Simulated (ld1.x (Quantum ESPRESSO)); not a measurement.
**Pseudopotential generation for boron (B): RRKJ, LDA (PZ), scalar-relativistic.**

| Item | Value |
| --- | --- |
| Element | boron (B) |
| Generator | ld1.x (Quantum ESPRESSO) 7.5 |
| Type | norm-conserving RRKJ (Kleinman–Bylander form) |
| Functional | LDA (PZ) |
| Relativity | scalar-relativistic |
| Frozen core | none |
| Valence charge | 5 |
| Reference configuration | 1s2 2s1 2p0 (charge +2) |
| Partial waves | 1s (bound): rc 0.24 bohr; 2p (bound, empty): rc 2.20 bohr; 3d channel at -0.2 Ry: rc 1.70 bohr |
| Local potential | the d channel |
| Core correction | none |

Occupied shells without a wave of their own: 2s. They enter only through the test configuration that unscreens the potential.

- Largest excitation error: -2188 meV (all-electron minus pseudo) for 1s1 2s2 2p1, out of 7 test configurations

A Bessel basis up to 400 Ry misses an occupied level by 0.46 Ry, so cutoffs and ghosts were not judged. The potential misses its own reference levels by up to 0.7 eV.
